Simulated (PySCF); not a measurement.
**SeF⁻: frontier orbitals**

PBE0 at R = 1.875 Å; PySCF, scalar-relativistic core potentials, basis sets Se aug-cc-pVDZ-PP with ECP10, F aug-cc-pVDZ. State: ¹Σ⁺ (singlet), closed shell. Only the outer orbitals are listed, counted within each symmetry, core potentials removing the inner ones.

| orbital | occ. | ε (eV) | on Se (%) | main shells (%) |
| --- | --- | --- | --- | --- |
| 5σ | 2 | -25.91 | 1 | 98 F s |
| 6σ | 2 | -12.28 | 85 | 85 Se s, 12 F p |
| 7σ | 2 | -5.98 | 32 | 67 F p, 19 Se p, 13 Se s |
| 3π | 2 | -5.42 | 6 | 94 F p |
| 3π | 2 | -5.42 | 6 | 94 F p |
| 4π | 2 | -0.24 | 96 | 96 Se p |
| 4π | 2 | -0.24 | 96 | 96 Se p |
| 8σ | 0 | 3.54 | 103 | 98 Se p, 10 F p |

Problem. Which are the highest filled and the lowest empty level, where do they sit, and how wide is the gap?

Solution. Highest filled 4π at -0.24 eV (in %: 96 Se p); lowest empty 8σ at 3.54 eV (in %: 98 Se p, 10 F p); the gap at PBE0 is 3.78 eV. An empty level above zero is unbound, and its energy depends on the basis.

```
bond order (Mayer)                                                                                                : 0.43
⟨S²⟩                                                                                                              : 0.000
charge on Se (Mulliken, basis-dependent)                                                                          : -0.45
charge on Se (Löwdin, basis-dependent)                                                                            : -0.38
dipole moment (positive dipole points towards F; it is taken about the centre of mass and depends on that origin) : -0.87 D
polarisability along the bond                                                                                     : 40.7 bohr³
polarisability across the bond                                                                                    : 50.0 bohr³
```

Shares are Mulliken populations and can fall outside 0 to 100 %.
